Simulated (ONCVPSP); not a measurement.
# Before and after: ONCV potential for antimony (Sb)

antimony, optimised norm-conserving Vanderbilt (ONCV), made with ONCVPSP 4.0.1 (BLYP, scalar-relativistic). Core [Ar] 3d10, reference 4s2 4p6 4d10 5s1 5p4. Waves: 4s+5s: rc 1.40 bohr, ncon 4, nbas 8, qcut 6.5 1/bohr, 2 projectors; 4p+5p: rc 1.20 bohr, ncon 4, nbas 7, qcut 10.5 1/bohr, 3 projectors, debl 1.2 Ha; 4d: rc 1.40 bohr, ncon 4, nbas 9, qcut 11.4 1/bohr, 2 projectors, debl 1.4 Ha. Local part: polynomial inside 1.00 bohr (lpopt 4, dvloc0 2 Ha). Core correction: none.

Change: all radii scaled by about 1.05 (s 1.48, p 1.26, d 1.48 bohr); local potential polynomial inside 1.06 bohr (lpopt 4, dvloc0 2 Ha).

Cutoffs: the cutoffs (Ha) at which the residual kinetic energy of the hardest occupied pseudo-wave falls to 1 and 0.1 mHa per electron; they do not see the model core or the augmentation charge, which bear on the density cutoff. Errors are all-electron minus pseudo energies relative to the spin-unpolarised reference configuration.

How do hardness, ghosts and transferability respond?

The potential gets softer (45 Ha and 93 Ha → 43 Ha and 63 Ha); of the 4 tests that both files solve, the error grows in 0 and shrinks in 2 by more than 15 % and 0.3 meV (median size 0.7 → 0.6 meV); neither file shows a bound ghost. A larger radius leaves more room for a smooth pseudo-wave, so fewer plane waves are needed.

| quantity | base | changed |
| --- | --- | --- |
| cutoff, loose | 45 Ha | 43 Ha |
| cutoff, tight | 93 Ha | 63 Ha |
| loose cutoff by channel | s 22 Ha, p 40 Ha, d 45 Ha | s 19 Ha, p 34 Ha, d 43 Ha |
| bound ghosts | none | none |
| GHOST(+) flags under 300 eV | none | none |
| error for 4s2 4p6 4d10 5s2 5p3, meV [ΔE -8.16 eV] | +0.2 | +0.3 |
| error for 4s2 4p6 4d10 5s2 5p2, meV [ΔE 0.04 eV] | -1.1 | -0.8 |
| error for 4s2 4p6 4d10 5s2 5p1, meV [ΔE 15.95 eV] | -3.5 | -2.9 |
| error for 4s2 4p6 4d10 5s2 5p2.5, meV [ΔE -4.96 eV] | -0.3 | -0.1 |
